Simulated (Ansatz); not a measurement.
Cr(SH)2 (CrH2S2). Total charge 0; quintet. Geometry PBE-D4/def2-TZVP; atoms count from 1.

Cartesian coordinates in Å:
```
Cr -0.001 0.000 0.003
S 1.745 -1.416 -0.163
H 1.728 -1.778 1.147
S -1.748 1.417 0.161
H -1.725 1.778 -1.149
```

The charge 0 quintet is spin-contaminated (final ⟨S²⟩ up to 6.14, 6.00 for a pure state).

(1) Estimate the Mulliken populations from the PBE0/def2-TZVP orbitals of Ansatz.

(2) Where does the spin sit?

(3) And the Mayer bond orders between heavy atoms (over 0.3)?

Results:

(1) 
```
atom  charge (e)  spin (α − β)  d electrons
 Cr1        0.54          4.43         4.56
  S2       -0.44         -0.23            –
  H3        0.17          0.02            –
  S4       -0.44         -0.23            –
  H5        0.17          0.02            –
```
Mulliken values depend strongly on the basis.

(2) Summed by element: Cr 4.43, S -0.47, H 0.04, of 4 unpaired in all. Largest on single atoms: Cr1 4.43, S2 -0.23, S4 -0.23.

(3) Cr1–S2 1.13 (2.25 Å); Cr1–S4 1.13 (2.25 Å).
